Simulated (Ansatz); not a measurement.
Relaxation of CH₆BClFN (11 atoms, charge 0, multiplicity 1), to a largest force component of 0.03 eV/Å in at most 50 steps.

Theory: RHF/cc-pVDZ in Ansatz.

```xyz
11
Properties=species:S:1:pos:R:3:forces:R:3
B 0.105 0.440 -0.299 0.05 -0.28 0.03
F -0.356 0.925 0.843 0.06 0.40 -0.01
H 1.260 0.208 -0.444 -0.04 0.04 0.01
Cl -1.025 0.332 -1.651 -0.01 0.00 -0.06
N -0.510 -1.816 1.133 -0.26 0.96 0.32
H -1.263 -2.392 0.796 0.01 0.01 0.06
C 0.321 -2.539 2.085 -0.11 0.00 -0.06
H 0.808 -3.377 1.582 0.00 0.02 0.02
H 1.103 -1.874 2.456 0.00 -0.02 0.00
H -0.231 -2.930 2.948 0.06 -0.01 -0.01
H -0.932 -0.992 1.580 0.26 -1.13 -0.30
```

Question: Where does it end, and by what steps?

Answer: The forces met the threshold. After 18 steps the energy has fallen by 0.895 eV; H3 moved furthest, 1.00 Å. Joined: B1–N5 (2.74 → 1.64 Å).

```
step  energy less start (eV)  largest force component (eV/Å)  accepted
   0                  0.0000                           1.126       yes
   1                  0.0644                           1.863        no
   2                 -0.0399                           0.733       yes
   3                 -0.0759                           0.397       yes
   4                 -0.1244                           0.566       yes
   5                 -0.2080                           0.744       yes
   6                 -0.3701                           0.784       yes
   7                 -0.6281                           1.296       yes
   8                 -0.7431                           1.042       yes
   9                 -0.7324                           0.848        no
  10                 -0.8150                           0.073       yes
  11                 -0.8218                           0.106       yes
  12                 -0.8386                           0.233       yes
  13                 -0.8536                           0.388       yes
  14                 -0.8855                           0.182       yes
  15                 -0.8638                           0.694        no
  16                 -0.8922                           0.051       yes
  17                 -0.8940                           0.058       yes
  18                 -0.8949                           0.022       yes
```

```xyz
11
Properties=species:S:1:pos:R:3
B 0.074 -0.305 0.118
F 0.394 0.653 1.059
H 1.002 -0.756 -0.504
Cl -1.333 0.243 -1.000
N -0.582 -1.524 0.990
H -0.936 -2.216 0.347
C 0.339 -2.135 1.965
H 1.166 -2.592 1.426
H 0.724 -1.351 2.611
H -0.175 -2.889 2.559
H -1.391 -1.143 1.459
```

Time of the run: 44 s on 2 threads of Arm Neoverse V1, on a shared host, peak memory 0.21 GiB.
